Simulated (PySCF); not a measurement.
Core-level binding energies of `CCCC[PH2+]C(C)(C)C`

Species: C8H20P (charge +1).
Atom-mapped SMILES: `[CH3:1][CH2:2][CH2:3][CH2:4][PH2+:5][C:6]([CH3:7])([CH3:8])[CH3:9]`

Method used: PySCF, delta-SCF UKS SCAN, pcX-2 on the ionised atom, pcseg-1 elsewhere, spin-free X2C. Vertical ΔSCF values, vacuum level as zero.

Task: Give the core binding energies atom by atom.

Result: 
```json
{"atom(s)": "P5", "environment": "phosphonium phosphorus", "level": "P 2p3/2", "binding energy (eV)": "142.71", "2p1/2 (eV)": "143.60", "above the level's lowest (eV)": "0.00", "count": "1"}
{"atom(s)": "C1", "environment": "methyl carbon", "level": "C 1s", "binding energy (eV)": "293.60", "2p1/2 (eV)": "–", "above the level's lowest (eV)": "0.00", "count": "1"}
{"atom(s)": "C2", "environment": "chain CH2 carbon", "level": "C 1s", "binding energy (eV)": "294.18", "2p1/2 (eV)": "–", "above the level's lowest (eV)": "+0.58", "count": "1"}
{"atom(s)": "C3", "environment": "chain CH2 carbon", "level": "C 1s", "binding energy (eV)": "294.65", "2p1/2 (eV)": "–", "above the level's lowest (eV)": "+1.05", "count": "1"}
{"atom(s)": "C7/C8/C9", "environment": "methyl carbon", "level": "C 1s", "binding energy (eV)": "294.74", "2p1/2 (eV)": "–", "above the level's lowest (eV)": "+1.14", "count": "3"}
{"atom(s)": "C4", "environment": "sp3 carbon bound to phosphorus", "level": "C 1s", "binding energy (eV)": "295.51", "2p1/2 (eV)": "–", "above the level's lowest (eV)": "+1.91", "count": "1"}
{"atom(s)": "C6", "environment": "sp3 carbon bound to phosphorus", "level": "C 1s", "binding energy (eV)": "295.63", "2p1/2 (eV)": "–", "above the level's lowest (eV)": "+2.03", "count": "1"}
{"atom(s)": "P5", "environment": "phosphonium phosphorus", "level": "P 1s", "binding energy (eV)": "2156.33", "2p1/2 (eV)": "–", "above the level's lowest (eV)": "0.00", "count": "1"}
```

Lowest listed C 1s: C1, bonded to C and 3 H. Highest, 2.03 eV above it: C6, bonded to 3 C and P. The widest gap between neighbouring values is 0.77 eV, between 294.74 and 295.51 eV. Summing the Pauling electronegativity differences to the bonded atoms, each weighted by its formal bond order, gives -1.05 for the lowest site and -0.36 for the highest; no listed site has a larger sum than the highest. The smallest sum, -1.06, belongs to C4, 1.91 eV above the lowest.

Task: Express the binding energy of C 1s of C6 in atomic units and per mole.

Result: 295.63 eV = 10.8642 Eh = 28524 kJ/mol.

One atom of each set of topologically equivalent atoms was ionised and stands for the set; in this conformer not all members are related by symmetry, and their own values weren't computed. Spin–orbit and ligand-field terms were added within each 2p shell after the spin-free SCF. 2p1/2 minus 2p3/2 (ligand field included): P 0.89 eV. The species carries charge +1, so core ionisation leaves charge +2. Isolated species at its PBE0-D3(BJ)/def2-SVP geometry (one conformer only).

Conformer computed: `[CH3:1][CH2:2][CH2:3][CH2:4][PH2+:5][C:6]([CH3:7])([CH3:8])[CH3:9]`: C1–C2–C3–C4 174°, C2–C3–C4–P5 59°, C3–C4–P5–C6 167°, C4–P5–C6–C7 178°.
